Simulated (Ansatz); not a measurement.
Coupled-cluster run, C3H6FNSi, SMILES `C=N/C([SiH3])=C\F`.

```yaml
crystal:
  periodic: [false, false, false]
  atoms:
    - {symbol: C, position_ang: [-0.132467, -1.445045, 1.593687]}
    - {symbol: N, position_ang: [0.516314, -0.466557, 1.132965]}
    - {symbol: C, position_ang: [0.003073, 0.285684, 0.073763]}
    - {symbol: Si, position_ang: [1.015429, 0.351415, -1.496114]}
    - {symbol: C, position_ang: [-1.082049, 1.052448, 0.172041]}
    - {symbol: F, position_ang: [-1.819974, 1.121068, 1.285822]}
    - {symbol: H, position_ang: [-1.096685, -1.770899, 1.189200]}
    - {symbol: H, position_ang: [0.283177, -2.001317, 2.432254]}
    - {symbol: H, position_ang: [0.311132, 1.237125, -2.458912]}
    - {symbol: H, position_ang: [1.137521, -1.013846, -2.070264]}
    - {symbol: H, position_ang: [2.375854, 0.874623, -1.216369]}
    - {symbol: H, position_ang: [-1.434226, 1.720199, -0.604075]}
basis:
  gaussian: {orbitals: def2-TZVPP}
correlation: {method: ccsd_t}
```

```sh
$ ansatz run in.yaml --threads 4 --pin off --events-out ev --progress --plain --max-ram 10444MiB
```

The program prints (abridged):

```
Functional definition: HF
1693 factors; integrals over basis functions are off by at most 1.1e-3 eV
mean field evaluation 1: about -15233.8435 eV, gradient 3.5e1 eV
mean field evaluation 2: about -15234.1941 eV, gradient 3.5e1 eV
mean field evaluation 4: about -15237.6140 eV, gradient 6.0e0 eV
mean field evaluation 8: about -15237.7230 eV, gradient 4.0e-1 eV
mean field evaluation 16: about -15237.7239 eV, gradient 2.5e-6 eV
mean field -15237.72385662 eV, -559.9760232304 hartree, gradient 2.5e-6 eV, S^2 0.000000; 0 other end points of the search recorded, 0 dependent functions left out; unrestricted orbitals would lower it
10 core orbitals not correlated: weight in the atoms' cores, before any rotation towards them, 1.000 or more for the frozen orbitals, at most 0.000 for the correlated occupied ones
reference -15237.72385662 eV, -559.9760232304 hartree; 17, 17 occupied and 254, 254 virtual orbitals, 1693 factors
second order -28.45123981 eV of doubles, -0.00000000 eV of singles
cycle   1  -28.63175524 eV  change   -1.8e-1 eV  update   1.3e-1
cycle   2  -29.40795015 eV  change   -7.8e-1 eV  update   4.0e-2
cycle   3  -29.59770667 eV  change   -1.9e-1 eV  update   2.1e-2
cycle   4  -29.58280771 eV  change    1.5e-2 eV  update   5.6e-3
cycle   5  -29.58118797 eV  change    1.6e-3 eV  update   2.6e-3
cycle   6  -29.58289089 eV  change   -1.7e-3 eV  update   8.0e-4
cycle   7  -29.58248967 eV  change    4.0e-4 eV  update   3.4e-4
cycle   8  -29.58230804 eV  change    1.8e-4 eV  update   1.6e-4
cycle   9  -29.58238573 eV  change   -7.8e-5 eV  update   7.1e-5
cycle  10  -29.58238183 eV  change    3.9e-6 eV  update   3.4e-5
perturbative correction -1.27679839 eV, -0.0469214755 hartree
Total energy: -15268.58303684 eV, -561.1100771867 hartree
```

It took 5.3 min on 4 threads of an Arm Neoverse V1 on a shared host, with 8.4 GiB of host memory at the peak.

The correlation energy is -30.859 eV, 4.1 % of it from (T); the T1 diagnostic reads 0.0135.
